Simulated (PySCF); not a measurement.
Isomers of C4H10N2OSi, one GFN2-xTB conformer each. Single-point energies are computed at PBE0/pcSseg-1 (PySCF, gas phase, no added dispersion term), electronic only.

```tsv
SMILES	GFN2-xTB relative energy (kJ/mol)
C=N[SiH2]N(C)C(C)=O	0.0
C=CC(=O)N[Si@@H](C)N	34.3
```

Conformers: `[CH2:1]=[N:2][SiH2:3][N:4]([CH3:5])[C:6]([CH3:7])=[O:8]` with C1–N2–Si3–N4 125°, N2–Si3–N4–C5 110°, Si3–N4–C6–C7 180°; `[CH2:1]=[CH:2][C:3](=[O:4])[NH:5][Si@@H:6]([CH3:7])[NH2:8]` with C1–C2–C3–O4 -1°, C2–C3–N5–Si6 180°, C3–N5–Si6–C7 -178°, N5–Si6–N8–H -172° and 54°.

**Question.** What does PBE0/pcSseg-1 give for the same structures?

**Answer.** 
| SMILES | PBE0/pcSseg-1 E (Eh) | PBE0/pcSseg-1 (kJ/mol) | GFN2-xTB (kJ/mol) | point group |
| --- | --- | --- | --- | --- |
| C=CC(=O)N[Si@@H](C)N | -632.16313 | 0.0 | 34.3 | C1 |
| C=N[SiH2]N(C)C(C)=O | -632.11856 | 117.0 | 0.0 | C1 |

GFN2-xTB puts C=N[SiH2]N(C)C(C)=O lowest instead. As drawn, the lower has an N–H bond, an Si–C bond and a C=C bond outside aromatic rings, which the higher lacks; the higher has a C=N bond, which the lower lacks.

**Question.** Which frontier levels, dipoles and rotational constants go with these structures?

**Answer.** 
```tsv
SMILES	HOMO (eV, PBE0/pcSseg-1)	LUMO (eV)	dipole (D)	A, B, C (MHz)
C=CC(=O)N[Si@@H](C)N	-7.24	-1.15	2.38	4150, 900.2, 792.9
C=N[SiH2]N(C)C(C)=O	-6.81	-0.62	2.05	2767, 1284, 1016
```
